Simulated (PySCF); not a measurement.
BH2O2, SMILES O[B]O (connectivity only; charge and spin as stated), charge +1, multiplicity 1. Atoms are numbered in the order given.

```xyz
5

O      0.0750     1.2523    -0.0546
B      0.0000     0.0000     0.0224
O     -0.0750    -1.2523    -0.0546
H     -0.3773     1.9915     0.3811
H      0.3773    -1.9915     0.3811
```
Charge +1, spin multiplicity 1.

The structure is a stationary point at B3LYP-D3(BJ)/def2-TZVP. The spin state was assumed, not searched. The isomer is the one that the SMILES or the coordinates give; other isomers of the formula were not compared. The values are those of a single conformer.

Computed with TDDFT-PBE/def2-SVPD (PySCF 2.14.0).

Vertical excitations.  State labels are in the subgroup C2.

```
state  symmetry  energy (eV)  λ (nm)      f                                                main pairs
-----  --------  -----------  ------  -----  --------------------------------------------------------
S1            A         9.28     134  0.000                        HOMO−1→LUMO 60 %, HOMO→LUMO+1 32 %
S2            B         9.35     133  0.002                        HOMO→LUMO 81 %, HOMO−1→LUMO+1 12 %
S3            A         9.39     132  0.000    HOMO→LUMO+1 44 %, HOMO−1→LUMO 40 %, HOMO−1→LUMO+2 15 %
S4            B         9.57     130  0.001                      HOMO→LUMO+2 62 %, HOMO−1→LUMO+1 38 %
S5            A         9.60     129  0.002                      HOMO−1→LUMO+2 76 %, HOMO→LUMO+1 23 %
S6            B        10.82     115  0.020  HOMO−2→LUMO 65 %, HOMO−3→LUMO+1 17 %, HOMO−2→LUMO+2 15 %
S7            B        10.95     113  0.041                                        HOMO−3→LUMO+1 80 %
S8            A        11.00     113  0.007  HOMO−2→LUMO+1 53 %, HOMO−3→LUMO+2 35 %, HOMO−3→LUMO 11 %
S9            A        11.02     112  0.065                      HOMO−3→LUMO 62 %, HOMO−3→LUMO+2 31 %
S10           B        11.04     112  0.039                      HOMO−2→LUMO+2 78 %, HOMO−2→LUMO 17 %
T1            B         8.59     144      0      HOMO−1→LUMO+1 40 %, HOMO→LUMO 34 %, HOMO→LUMO+2 25 %
T2            A         8.80     141      0    HOMO→LUMO+1 50 %, HOMO−1→LUMO 24 %, HOMO−1→LUMO+2 22 %
T3            B         8.84     140      0                        HOMO−1→LUMO+1 55 %, HOMO→LUMO 40 %
T4            A         9.01     138      0                      HOMO−1→LUMO 67 %, HOMO−1→LUMO+2 26 %
```
Triplets are in the Tamm–Dancoff approximation, which puts them higher than full response would, so one can lie above its singlet here.
